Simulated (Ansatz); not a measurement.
Cartesian coordinates in Å:
```
F -1.7387 -0.0085 -1.4724
In -0.1713 0.0812 -0.3223
S -0.4612 -0.9969 1.7565
S 1.6634 1.2401 -1.2409
H -1.7183 -1.3495 1.4322
H 2.4261 1.0335 -0.1531
```

Charge 0, multiplicity 1. In: def2 effective core potential.

(1) List the B3LYP/def2-TZVPP orbital energies in eV (Ansatz). (Estimate.)

## Answers

(1) The calculation gave: Occupied: -2418.51, -2418.45, -669.97, -216.49, -216.44, -161.03, -160.98, -160.98, -160.93, -160.85, -160.80, -128.22, -84.88, -84.68, -84.65, -30.22, -22.31, -22.08, -21.87, -21.84, -21.71, -19.85, -19.77, -12.46, -11.65, -11.22, -10.20, -10.18, -9.68, -8.64, -8.06, -7.67. Lowest empty: -2.41, -1.44, -0.35, -0.11, 0.31, 1.33, 1.66, 2.33.

B3LYP here is the variant with VWN-RPA as its local correlation; programs differ in this.
